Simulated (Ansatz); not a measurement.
Ideal-gas functions of `C#[C][Al]([Cl])[Cl]` at 500 K and 1 bar, from an Ansatz frequency run at PBE0-D4/def2-TZVP.

Molar mass 122.92 g/mol, point group C2v (symmetry number 2), electronic degeneracy 1, moments of inertia 226.459, 252.29, 478.749 u Å². Harmonic wavenumbers (cm⁻¹, unscaled): 91, 133, 147, 279, 291, 407, 619, 667, 733, 758, 2141, 3457.

Use S(trans) = R[1.5 ln M + 2.5 ln T − 1.1517]; rotational temperatures θ = 24.2544 K / I; S(rot) = R[ln(√π/σ · √(T³/θAθBθC)) + 1.5]; for each mode x = 1.438777 ν̃/T, S = R[x/(eˣ − 1) − ln(1 − e⁻ˣ)] and H = RT x/(eˣ − 1); 1 cm⁻¹ = 0.0119627 kJ/mol; R = 8.31446 J/(mol·K).

Q: By hand: the entropy, in J/(mol·K).

A: Translation 179.6. Rotation: θ = 0.1071, 0.0961, 0.0507 K, giving 120.4. Vibration, mode by mode: 19.48, 16.35, 15.53, 10.36, 10.03, 7.46, 4.53, 4.06, 3.50, 3.30, 0.13, 0.00, in all 94.7. Electronic 0.0. Sum 394.7 J/(mol·K).

Q: By hand: H − E and G − E in kJ/mol, counted from the electronic energy.

A: Zero-point energy ½ × 9723 × 0.0119627 = 58.2; thermal vibration 23.2; translation, rotation and pV give 4 RT = 16.6. H − E = 98.0 kJ/mol, and G − E = 98.0 − 500 × 394.7/1000 = -99.3 kJ/mol.

Vibration gives 24 % of the entropy, 51.4 J/(mol·K) of it from the modes under 150 cm⁻¹: soft modes count most, and the harmonic formula is weakest for them.
